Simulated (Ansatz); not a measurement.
Geometry optimisation, RKS BLYP-D4/def2-SVP (Ansatz).

The input (input.yaml):

```yaml
crystal:
  periodic: [false, false, false]
  atoms:
    - { symbol: Si, position_ang: [0.0, 0.0, 0.0] }
    - { symbol: H, position_ang: [0.0, 0.0, 1.81] }
    - { symbol: H, position_ang: [1.3768, 0.0, -0.4862] }
    - { symbol: H, position_ang: [-0.6877, 1.1914, -0.4862] }
    - { symbol: O, position_ang: [-0.7913, -1.3709, -0.5594] }
    - { symbol: Si, position_ang: [-1.673, -2.4329, 0.3983] }
    - { symbol: H, position_ang: [-1.2634, -2.287, 1.792] }
    - { symbol: H, position_ang: [-3.0964, -2.1323, 0.2761] }
    - { symbol: H, position_ang: [-1.4264, -3.8036, -0.0398] }
    - { symbol: O, position_ang: [-1.879, 0.0, 0.6243] }
    - { symbol: H, position_ang: [-2.4241, -0.6297, 0.053] }
    - { symbol: H, position_ang: [-0.9605, 0.0, 1.7351] }
basis:
  gaussian: { orbitals: def2-SVP }
hamiltonian:
  xc: blyp
  dispersion: d4
relax:
  f_tol: 0.15
  max_steps: 25
  restrain:
    - { distance: [0, 9], at: 2.88, k: 30.0 }
    - { distance: [11, 1], at: 1.86, k: 30.0 }
    - { distance: [0, 1], at: 1.46, k: 30.0 }
    - { distance: [11, 9], at: 1.01, k: 30.0 }
```

Launched with:

```bash
$ ansatz run input.yaml --threads 2 --pin off --max-ram 3072MiB --backend cpu --events-out ev --progress --plain --runs-dir out
```

Task: Where does it end, and by what steps?

Result: The forces met the threshold. The restraints hold the end off the free minimum. After 11 steps the energy has fallen by 4.155 eV (the restraints' own energy left out); O10 moved furthest, 1.10 Å. Parted: Si1–O10. Joined: Si1–H2, O10–H12.

| step | energy less start (eV) | largest force component (eV/Å) | accepted |
| --- | --- | --- | --- |
| 0 | 0.0000 | 3.293 | yes |
| 1 | -0.7419 | 3.381 | yes |
| 2 | -1.7133 | 4.790 | yes |
| 3 | -2.8107 | 3.815 | yes |
| 4 | -3.6425 | 1.711 | yes |
| 5 | -3.9432 | 0.810 | yes |
| 6 | -4.0838 | 0.735 | yes |
| 7 | -4.1282 | 0.683 | yes |
| 8 | -4.0753 | 2.111 | no |
| 9 | -4.1421 | 0.635 | yes |
| 10 | -4.1448 | 0.651 | yes |
| 11 | -4.1550 | 0.625 | yes |

```xyz
12
Properties=species:S:1:pos:R:3
Si 0.109 -0.061 -0.022
H 0.136 0.236 1.423
H 1.449 -0.622 -0.408
H -0.170 1.145 -0.848
O -1.058 -1.248 -0.326
Si -1.529 -2.732 0.298
H -1.218 -2.794 1.769
H -3.009 -2.855 0.104
H -0.832 -3.859 -0.400
O -2.367 0.830 1.159
H -2.643 0.072 0.606
H -1.692 0.422 1.761
```

Whether the end is a true minimum wasn't checked by a vibrational analysis.

Run time: 72 s on 2 threads of Intel(R) Xeon(R) Processor @ 2.50GHz (Skylake/Cascade Lake), with other jobs on the host, peak memory 0.14 GiB.
